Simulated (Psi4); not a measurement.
BBr₃, charge -1, doublet, geometry from GFN2-xTB (a state made from the parent by changing its charge; the spin is typed, not shown lowest) (a gas-phase anion, which may not be bound at this level); HF/6-31G run with Psi4 1.11.

Psi4 was given this input:
```
memory 2 GB

molecule {
-1 2
  B     0.02149908   -0.02457271   -0.04758981
  Br   -1.60547699   -1.16290569   -0.12149488
  Br    0.01555139    1.76890099   -0.90300304
  Br    1.58685430   -0.60248491    1.03129646
}

set basis 6-31g
set reference uhf
set df_basis_scf cc-pvtz-jkfit

energy('scf')
print_variables()
```

The log (banner, timings and long lists left out):

```
   => Loading Basis Set <=

    Name: 6-31G
    Role: ORBITAL
    Keyword: BASIS

         ---------------------------------------------------------
                                   SCF
               by Justin Turney, Rob Parrish, Andy Simmonett
                          and Daniel G. A. Smith
                              UHF Reference
         ---------------------------------------------------------

  ==> Geometry <==

    Molecular point group: c1
    Full point group: C1

    Geometry (in Angstrom), charge = -1, multiplicity = 2:

       Center              X                  Y                   Z               Mass
    ------------   -----------------  -----------------  -----------------  -----------------
         B            0.021522053258    -0.024598967515    -0.047640659633    11.009305360000
         BR          -1.605454016742    -1.162931947515    -0.121545729633    78.918337600000
         BR           0.015574363258     1.768874732485    -0.903053889633    78.918337600000
         BR           1.586877273258    -0.602511167515     1.031245610367    78.918337600000

  Running in c1 symmetry.

  Rotational constants: A =      0.03610  B =      0.03610  C =      0.01805 [cm^-1]
  Rotational constants: A =   1082.18804  B =   1082.18803  C =    541.13858 [MHz]
  Nuclear repulsion =  705.133606276078467

  Charge       = -1
  Multiplicity = 2
  Electrons    = 111
  Nalpha       = 56
  Nbeta        = 55

  ==> Algorithm <==

  SCF Algorithm Type is DF.
  DIIS enabled.
  MOM disabled.
  Fractional occupation disabled.
  Guess Type is SAD.
  Energy threshold   = 1.00e-06
  Density threshold  = 1.00e-06
  Integral threshold = 1.00e-12

  ==> Primary Basis <==

  Basis Set: 6-31G
    Blend: 6-31G
    Number of shells: 38
    Number of basis functions: 96
    Number of Cartesian functions: 96
    Spherical Harmonics?: false
    Max angular momentum: 2

   => Loading Basis Set <=

    Name: CC-PVTZ-JKFIT
    Role: JKFIT
    Keyword: DF_BASIS_SCF

  ==> Integral Setup <==

  SCF_SUBTYPE=INCORE selected. In-core MEM_DF algorithm will be used.
  Using in-core AOs.

  ==> MemDFJK: Density-Fitted J/K Matrices <==

    J tasked:                   Yes
    K tasked:                   Yes
    wK tasked:                   No
    Algorithm:                 Core
    Schwarz Cutoff:           1E-12
    Mask sparsity (%):      28.7760
    Fitting Condition:        1E-10

   => Auxiliary Basis Set <=

  Basis Set: CC-PVTZ-JKFIT
    Blend: CC-PVTZ-JKFIT
[...]
   @DF-UHF iter   9: -7740.93241193437552   -1.77480e-06   2.86529e-06 DIIS
   @DF-UHF iter  10: -7740.93241267278972   -7.38414e-07   5.52392e-07 DIIS
  Energy and wave function converged.

  ==> Post-Iterations <==

   @Spin Contamination Metric:   2.680400794E-02
   @S^2 Expected:                7.500000000E-01
   @S^2 Observed:                7.768040079E-01
   @S   Expected:                5.000000000E-01
   @S   Observed:                5.000000000E-01

    Orbital Energies [Eh]
    ---------------------

    Alpha Occupied:

[...]
    Alpha Virtual:

[...]
      96A     69.748089

    Beta Occupied:

[...]
      55A     -0.223433

    Beta Virtual:

[...]
    Final Occupation by Irrep:
              A
    DOCC [    55 ]
    SOCC [     1 ]
    NA   [    56 ]
    NB   [    55 ]

  @DF-UHF Final Energy: -7740.93241267278972

   => Energetics <=

    Nuclear Repulsion Energy =            705.1336062760784671
    One-Electron Energy =              -12210.7824238613611669
    Two-Electron Energy =                3764.7164049124926350
    Total Energy =                      -7740.9324126727897237

  UHF NO Occupations:
  HONO-2 :   54  A 1.9981577
  HONO-1 :   55  A 1.9908526
  HONO-0 :   56  A 1.0000000
  LUNO+0 :   57  A 0.0091474
  LUNO+1 :   58  A 0.0018423
  LUNO+2 :   59  A 0.0018423
  LUNO+3 :   60  A 0.0005624

Computation Completed

Properties will be evaluated at   0.000000,   0.000000,   0.000000 [a0]

Properties computed using the SCF density matrix

 Multipole Moments:

 ------------------------------------------------------------------------------------
     Multipole            Electronic (a.u.)      Nuclear  (a.u.)        Total (a.u.)
 ------------------------------------------------------------------------------------

 L = 1.  Multiply by 2.5417464519 to convert [e a0] to [Debye]
 Dipole X            :         -0.0271567            0.0047753           -0.0223815
 Dipole Y            :          0.0310392           -0.0054580            0.0255813
 Dipole Z            :          0.0601135           -0.0105704            0.0495431
 Magnitude           :                                                    0.0600820

 ------------------------------------------------------------------------------------

  Variable Map:
  ----------------------------------------------------------------------------
[...]
  Array Variable Map:
  ----------------------------------------------------------------------------
[...]
[...]
```
